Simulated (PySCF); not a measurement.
These are TPSSh-D3(BJ)/def2-TZVP // TPSS-D3(BJ)/def2-SVP in PySCF values and carry that method's errors. All species are isolated molecules in the gas phase. One relaxed conformer stands for a flexible species; it need not be the lowest. 

Reference species: [Zr(NH2)4] (neutral, multiplicity 1).

```
Quantity                                  Value
-------------------------------------  --------
HOMO–LUMO gap                           5.54 eV
HOMO                                   -5.93 eV
charge on the central atom (Mulliken)    1.72 e
LUMO                                   -0.39 eV
```

After one change: the HOMO–LUMO gap decreases by 0.75 eV; the HOMO drops by 1.09 eV; the charge on the central atom (Mulliken) falls by 0.18 e; the LUMO falls by 1.84 eV.

Name the change that produced these shifts. The new species is one of these.
(A) [Zr(Cl)2(NH2)2]
(B) [Zr(Cl)3(NH2)]
(C) [Zr(Cl)4]
(D) [Zr(Cl)(NH2)3]

A, [Zr(Cl)2(NH2)2]
